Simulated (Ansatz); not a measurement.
`F[SiH2]P[SiH3]` + NH₃ → `N[SiH2]F` + `[SiH3]P` at 700 K and 1 bar (cleavage of the Si–P bond).

Calculated with Ansatz (gas phase, PBE0-D4/def2-TZVP geometries, no zero-point term in ΔE). CCSD(T)/CBS adds triple-zeta CCSD(T) − MP2 to the extrapolated MP2 energy (def2 sets, frozen cores). This one scheme is used for every species. One conformer a species, not always the lowest.

```csv
species,CCSD(T)/CBS energy (Eh),H − E (kJ/mol),S (J/(mol·K))
`F[SiH2]P[SiH3]`,-1022.56126,226.2,489.1
NH₃,-56.50880,116.9,226.5
`N[SiH2]F`,-446.07709,173.7,359.9
`[SiH3]P`,-633.00997,162.4,357.3
```

H − E and S are ideal-gas, rigid-rotor, harmonic terms from PBE0-D4/def2-TZVP, for one conformer and one mirror image of each species. 1 Eh = 2625.50 kJ/mol, R = 8.31446 J/(mol·K).

Q: By hand: ΔE, ΔH, ΔS and ΔG.

A: ΔE = (-446.07709) + (-633.00997) − (-1022.56126) − (-56.50880) = -0.01700 Eh = -44.6 kJ/mol. Δ(H − E) = 173.7 + 162.4 − 226.2 − 116.9 = -7.0, so ΔH = -51.6 kJ/mol. ΔS = 359.9 + 357.3 − 489.1 − 226.5 = 1.6 J/(mol·K). ΔG = -51.6 − 700 × (1.6)/1000 = -52.7 kJ/mol.

Q: By hand: the equilibrium constant, and the temperature at which ΔG would vanish if ΔH and ΔS stayed fixed.

A: log₁₀ K = −ΔG/(RT ln 10) = 3.9. ΔH and −TΔS have one sign here, so there is no such temperature.

The number of gas molecules stays the same, so ΔS is small and ΔH decides. A doubt of 5 kJ/mol in ΔE shifts log₁₀ K by 0.4 here. Other conformers and mirror images would add mixing entropy, several J/(mol·K) or more a flexible species. Modes under 60 cm⁻¹, often nearly free rotors, make the harmonic entropy too high. These are equilibria of isolated gas molecules and say nothing of rates. Largest T1 diagnostic: 0.013 (customary marks: 0.02 for closed shells, 0.045 for open ones).

ΔS is within the doubt of such terms, so its sign, and with it that verdict, could turn.
